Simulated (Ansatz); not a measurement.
C2H8ClGaS (`[CH3][Ga-]([CH3])([SH2+])[Cl]`), one more setting.

```yaml
crystal:
  periodic: [false, false, false]
  atoms:
    - {symbol: C, position_ang: [-1.758887, -0.457843, -0.494724]}
    - {symbol: Ga, position_ang: [0.080991, 0.321388, -0.851636]}
    - {symbol: C, position_ang: [1.682543, -0.494356, -0.256725]}
    - {symbol: S, position_ang: [-0.055822, 1.424211, 1.650633]}
    - {symbol: Cl, position_ang: [0.301572, 2.222766, -2.159122]}
    - {symbol: H, position_ang: [-1.827664, -1.194303, 0.284195]}
    - {symbol: H, position_ang: [-2.817938, 0.458130, -0.449994]}
    - {symbol: H, position_ang: [-2.050446, -1.144234, -1.583234]}
    - {symbol: H, position_ang: [2.419366, -1.111381, -1.295593]}
    - {symbol: H, position_ang: [1.768465, -1.723097, 0.617442]}
    - {symbol: H, position_ang: [2.530392, 0.060847, 0.029390]}
    - {symbol: H, position_ang: [-1.126279, 0.956689, 2.129489]}
    - {symbol: H, position_ang: [0.974102, 0.861190, 2.616483]}
basis:
  gaussian: {orbitals: STO-3G}
magnetization: {spin_polarized: true, initial_magnetization: 2}
hamiltonian: {xc: {name: B2GP-PLYP}}
```

```sh
$ ansatz run in.yaml --threads 4 --pin off --events-out ev --progress --plain --max-ram 11315MiB
```

Shortened log:

```
Functional definition: B2GP-PLYP
625 factors; integrals over basis functions are off by at most 6.0e-5 eV
mean field evaluation 1: about -76908.8706 eV, gradient 1.5e2 eV
mean field evaluation 2: about -76908.9863 eV, gradient 1.5e2 eV
mean field evaluation 4: about -76899.7510 eV, gradient 1.3e2 eV
mean field evaluation 8: about -77005.8208 eV, gradient 1.4e0 eV
mean field evaluation 16: about -77005.9019 eV, gradient 1.0e-1 eV
mean field evaluation 32: about -77005.9641 eV, gradient 5.2e-3 eV
mean field -77005.96411475 eV, -2829.9169847000 hartree, gradient 2.9e-6 eV, S^2 2.014097; 6 other end points of the search recorded, 0 dependent functions left out
21 core orbitals not correlated: weight in the atoms' cores, before any rotation towards them, 0.999 or more for the frozen orbitals, at most 0.000 for the correlated occupied ones
reference -77005.96422684 eV, -2829.9169888190 hartree; 22, 20 occupied and 11, 13 virtual orbitals, 625 factors
second order -7.37810161 eV of doubles, -0.00000000 eV of singles
Total energy: -77008.62034342 eV, -2830.0145993029 hartree
```

It took 15 s on 4 threads of an Arm Neoverse V2 on a shared host, with 0.64 GiB of host memory at the peak.
